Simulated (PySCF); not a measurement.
C$_{2}$H$_{6}$AlCl, charge +1, doublet, geometry from GFN2-xTB (such geometries of metal compounds can be far from the true shape) (a state made from the parent by changing its charge; the spin is typed, not shown lowest); DF-PBE0/6-31G* in PySCF.

Here is a job for PySCF.
```python
from pyscf import gto, scf, dft

mol = gto.Mole()
mol.atom = '''
    Al    0.09124442   -0.10477932    0.09617844
    C     1.98331543   -0.84704723   -0.12551941
    H     1.97551083   -1.92533151    0.03999268
    H     2.63142673   -0.35276670    0.60048219
    H     2.27866079   -0.59874880   -1.14767108
    C    -0.33672130   -1.04379740    1.86115287
    H    -0.49163600   -2.10443373    1.65501740
    H    -1.25439124   -0.57745761    2.22732785
    H     0.49032118   -0.90627412    2.55917883
    Cl   -0.98209615    1.12777714   -1.03520284
'''
mol.basis = '6-31g*'
mol.charge = 1
mol.spin = 1
mol.verbose = 4
mol.build()

mf = dft.UKS(mol)
mf.xc = 'pbe0'
mf = mf.density_fit(auxbasis='def2-universal-jkfit')
mf.kernel()
mf.analyze()
```

It wrote (shortened):

```
PySCF version 2.14.0

[INPUT] verbose = 4
[INPUT] num. atoms = 10
[INPUT] num. electrons = 47
[INPUT] charge = 1
[INPUT] spin (= nelec alpha-beta = 2S) = 1
[INPUT] symmetry False subgroup None
[INPUT] Mole.unit = angstrom
[INPUT] Symbol           X                Y                Z      unit          X                Y                Z       unit  Magmom
[...]
nuclear repulsion = 189.999815562018
number of shells = 40
number of NR pGTOs = 180
number of NR cGTOs = 76
basis = 6-31g*
ecp = {}

******** <class 'pyscf.df.df_jk.DFUKS'> ********
method = DFUKS
initial guess = minao
damping factor = 0
level_shift factor = 0
DIIS = <class 'pyscf.scf.diis.CDIIS'>
diis_start_cycle = 1
diis_space = 8
diis_damp = 0
SCF conv_tol = 1e-09
SCF conv_tol_grad = None
SCF max_cycles = 50
direct_scf = False
number electrons alpha = 24  beta = 23
XC library pyscf.dft.libxc version 7.1.2
    S. Lehtola, C. Steigemann, M. J. T. Oliveira, and M. A. L. Marques,  SoftwareX 7, 1–5 (2018)
XC functionals = pbe0
    C. Adamo and V. Barone,  J. Chem. Phys. 110, 6158 (1999)
    M. Ernzerhof and G. E. Scuseria,  J. Chem. Phys. 110, 5029 (1999)
radial grids:
    Treutler-Ahlrichs [JCP 102, 346 (1995); DOI:10.1063/1.469408] (M4) radial grids

becke partition: Becke, JCP 88, 2547 (1988); DOI:10.1063/1.454033
pruning grids: <function nwchem_prune>
grids dens level: 3
symmetrized grids: False
atomic radii adjust function: <function treutler_atomic_radii_adjust>
small_rho_cutoff = 0
Set gradient conv threshold to 3.16228e-05
tot grids = 125144
******** <class 'pyscf.df.df.DF'> ********
auxbasis = def2-universal-jkfit
init E= -782.097612155387

cycle= 1 E= -781.743159026298  delta_E= 0.354  |g|= 0.235  |ddm|= 1.83
cycle= 2 E= -781.737503217177  delta_E= 0.00566  |g|= 0.263  |ddm|= 0.729
cycle= 3 E= -781.783281809388  delta_E= -0.0458  |g|= 0.0345  |ddm|= 0.391
cycle= 4 E= -781.783974082321  delta_E= -0.000692  |g|= 0.0153  |ddm|= 0.0555
cycle= 5 E= -781.784133864116  delta_E= -0.00016  |g|= 0.00304  |ddm|= 0.0186
cycle= 6 E= -781.78414382302  delta_E= -9.96e-06  |g|= 0.00101  |ddm|= 0.00612
cycle= 7 E= -781.784145217056  delta_E= -1.39e-06  |g|= 0.000243  |ddm|= 0.00239
cycle= 8 E= -781.78414529315  delta_E= -7.61e-08  |g|= 8.22e-05  |ddm|= 0.000633
cycle= 9 E= -781.784145298575  delta_E= -5.43e-09  |g|= 2.1e-05  |ddm|= 0.000137
cycle= 10 E= -781.784145299064  delta_E= -4.89e-10  |g|= 4.86e-06  |ddm|= 4.15e-05
Extra cycle  E= -781.784145299091  delta_E= -2.75e-11  |g|= 3.49e-06  |ddm|= 1.11e-05
[...]
converged SCF energy = -781.784145299091  <S^2> = 0.76149024  2S+1 = 2.0114574
Total Energy =                        -781.784145299091279
[...]
spin_pop of  5 C 3py      -0.00006
spin_pop of  5 C 3pz      -0.00016
spin_pop of  5 C 3dxy      0.00002
spin_pop of  5 C 3dyz      0.00027
spin_pop of  5 C 3dz^2     0.00014
spin_pop of  5 C 3dxz     -0.00010
spin_pop of  5 C 3dx2-y2    0.00000
spin_pop of  6 H 1s       -0.00664
spin_pop of  6 H 2s        0.00003
spin_pop of  7 H 1s        0.01597
spin_pop of  7 H 2s        0.00018
spin_pop of  8 H 1s       -0.00993
spin_pop of  8 H 2s        0.00001
spin_pop of  9 Cl 1s       -0.00000
spin_pop of  9 Cl 2s       -0.00000
spin_pop of  9 Cl 3s        0.00054
spin_pop of  9 Cl 4s       -0.00001
spin_pop of  9 Cl 2px       0.00000
spin_pop of  9 Cl 2py      -0.00000
spin_pop of  9 Cl 2pz       0.00000
spin_pop of  9 Cl 3px       0.02540
spin_pop of  9 Cl 3py      -0.00261
spin_pop of  9 Cl 3pz       0.01780
spin_pop of  9 Cl 4px       0.00036
spin_pop of  9 Cl 4py       0.00001
spin_pop of  9 Cl 4pz       0.00027
spin_pop of  9 Cl 3dxy     -0.00002
spin_pop of  9 Cl 3dyz     -0.00003
spin_pop of  9 Cl 3dz^2    -0.00005
spin_pop of  9 Cl 3dxz      0.00000
spin_pop of  9 Cl 3dx2-y2   -0.00003
 ** Mulliken Spin Density (per atom)  **
spin density of  0 Al =      0.03589
spin density of  1 C =      0.46164
spin density of  2 H =     -0.00992
spin density of  3 H =     -0.00661
spin density of  4 H =      0.01614
spin density of  5 C =      0.46163
spin density of  6 H =     -0.00661
spin density of  7 H =      0.01615
spin density of  8 H =     -0.00992
spin density of  9 Cl =      0.04163
 ** Mulliken pop alpha/beta on meta-lowdin orthogonal AOs **
 ** Mulliken pop       alpha | beta **
In total            24.00000 | 23.00000
 ** Mulliken atomic charges   ( Nelec_alpha | Nelec_beta ) **
charge of  0Al =      0.90266  (     6.06661      6.03073 )
charge of  1C =     -0.43378  (     3.44771      2.98607 )
charge of  2H =      0.17715  (     0.40646      0.41639 )
charge of  3H =      0.17955  (     0.40692      0.41353 )
charge of  4H =      0.18814  (     0.41400      0.39786 )
charge of  5C =     -0.43378  (     3.44770      2.98608 )
charge of  6H =      0.17955  (     0.40692      0.41353 )
charge of  7H =      0.18813  (     0.41401      0.39786 )
charge of  8H =      0.17715  (     0.40646      0.41639 )
charge of  9Cl =     -0.12477  (     8.58320      8.54157 )

WARN: System has nonzero charge 1; the dipole moment is origin-dependent.
Location of origin: [0. 0. 0.]

Dipole moment(X, Y, Z, Debye):  2.51447, -2.88736,  2.65031
```
